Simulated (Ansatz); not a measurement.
Geometry optimisation, UKS LDA/def2-SVP (Ansatz).

Input:

```yaml
crystal:
  periodic: [false, false, false]
  atoms:
    - { symbol: Al, position_ang: [0.0, 0.0, 0.0] }
    - { symbol: Cl, position_ang: [0.0, 0.0, 2.48] }
    - { symbol: Cl, position_ang: [1.9312, 0.0, -1.115] }
    - { symbol: Cl, position_ang: [-1.9312, 0.0, -1.115] }
    - { symbol: H, position_ang: [0.0, 0.0, 4.15] }
magnetization:
  spin_polarized: true
  initial_magnetization: 1
basis:
  gaussian: { orbitals: def2-SVP }
hamiltonian:
  xc: lda
relax:
  f_tol: 0.15
  max_steps: 25
  restrain:
    - { distance: [1, 4], at: 2.57, k: 30.0 }
    - { distance: [0, 1], at: 2.23, k: 30.0 }
```

Run as:

```bash
$ ansatz run input.yaml --threads 2 --pin off --max-ram 3072MiB --backend cpu --events-out ev --progress --plain --runs-dir out
```

**Question.** Where does it end, and by what steps?

**Answer.** The run converged. The restraints hold the end off the free minimum; the threshold counts their pulls, which the force column leaves out. Restrained pairs: Cl2–H5 (1.67 → 2.57 Å), Al1–Cl2 (2.48 → 2.18 Å). After 4 steps the energy has fallen by 0.715 eV (the restraints' own energy left out); H5 moved furthest, 0.50 Å.

| step | energy less start (eV) | largest force component (eV/Å) | accepted |
| --- | --- | --- | --- |
| 0 | 0.0000 | 1.516 | yes |
| 1 | -0.2311 | 1.866 | yes |
| 2 | -0.6721 | 1.044 | yes |
| 3 | -0.7005 | 1.527 | yes |
| 4 | -0.7145 | 1.519 | yes |

```xyz
5
Properties=species:S:1:pos:R:3
Al 0.000 0.000 -0.101
Cl 0.000 0.000 2.080
Cl 1.802 0.000 -1.113
Cl -1.802 0.000 -1.113
H 0.000 0.000 4.648
```

The run took 5.7 s on 2 threads of Arm Neoverse V1, on a shared host, peak memory 0.14 GiB.
